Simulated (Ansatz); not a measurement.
Geometry optimisation, DFT LDA, scalar-relativistic, plane waves, PAW in Ansatz.

input.yaml

```yaml
accuracy: low
crystal:
  lattice:
    - [0.0, 5.43, 5.43]
    - [5.43, 0.0, 5.43]
    - [5.43, 5.43, 0.0]
  atoms:
    - { symbol: Si, position: [0.0, 0.0, 0.0] }
    - { symbol: Si, position: [0.125, 0.125, 0.125] }
    - { symbol: Si, position: [0.0, 0.0, 0.5] }
    - { symbol: Si, position: [0.125, 0.125, 0.625] }
    - { symbol: Si, position: [0.0, 0.5, 0.0] }
    - { symbol: Si, position: [0.125, 0.625, 0.125] }
    - { symbol: Si, position: [0.0, 0.5, 0.5] }
    - { symbol: Si, position: [0.125, 0.625, 0.625] }
    - { symbol: Si, position: [0.5, 0.0, 0.0] }
    - { symbol: Si, position: [0.625, 0.125, 0.125] }
    - { symbol: Si, position: [0.5, 0.0, 0.5] }
    - { symbol: Si, position: [0.625, 0.125, 0.625] }
    - { symbol: Si, position: [0.5, 0.5, 0.0] }
    - { symbol: Si, position: [0.625, 0.625, 0.125] }
    - { symbol: Si, position: [0.5, 0.5, 0.5] }
    - { symbol: Si, position: [0.625, 0.625, 0.625] }
    - { symbol: Li, position: [0.072267, 0.8056415, 0.323171], spin: 1.0 }
magnetization:
  spin_polarized: true
basis:
  ecutwfc: 420.0
kpoints:
  mp_grid: { grid: [2, 2, 2] }
hamiltonian:
  xc: lda
  pseudopotentials: { kind: paw, azcp: { folder: soft_1 } }
scf:
  occupations: { method: fermi_dirac, width: 0.05 }
  lower_state_search: "off"
relax:
  f_tol: 0.08
  max_steps: 25
  adjacent_minimum: "off"
```

Launched with:

```bash
$ ansatz run input.yaml --threads 1 --pin off --max-ram 3072MiB --backend cpu --events-out ev --progress --plain --runs-dir out
```

Where does it end, and by what steps?

The forces met the threshold. Limits of this set-up: coarse k mesh, PAW files made for another functional, a small cell, in which the defect meets its images, low accuracy level. After 7 steps the energy has fallen by 0.885 eV; Li17 moved furthest, 1.04 Å. Joined: Si9–Li17 (3.50 → 2.74 Å), Si13–Li17 (3.52 → 2.74 Å), Si14–Li17 (3.47 → 2.41 Å), Si15–Li17 (3.42 → 2.74 Å).

```tsv
step	energy less start (eV)	largest force component (eV/Å)	accepted
0	0.0000	1.690	yes
1	-0.3316	0.677	yes
2	-0.4254	0.165	yes
3	-0.5046	0.332	yes
4	-0.6219	0.356	yes
5	-0.7371	0.284	yes
6	-0.8493	0.144	yes
7	-0.8853	0.011	yes
```

```xyz
17
Lattice="0.0000 5.4300 5.4300 5.4300 0.0000 5.4300 5.4300 5.4300 0.0000" Properties=species:S:1:pos:R:3
Si 0.039 -0.051 -0.037
Si 1.429 1.294 1.350
Si 2.773 2.684 -0.036
Si 4.098 4.055 1.334
Si 2.761 -0.038 2.671
Si 4.083 1.293 4.003
Si 5.469 2.684 2.659
Si 6.859 4.071 4.003
Si 0.043 2.679 2.694
Si 1.408 4.051 4.024
Si 2.752 5.402 2.681
Si 4.101 6.745 4.025
Si 2.738 2.679 5.389
Si 4.090 4.064 6.773
Si 5.473 5.416 5.389
Si 6.838 6.745 6.761
Li 5.478 2.674 5.384
```

Run time: 100 s on 1 thread of Arm Neoverse V1, on a shared host, peak memory 0.6 GiB.
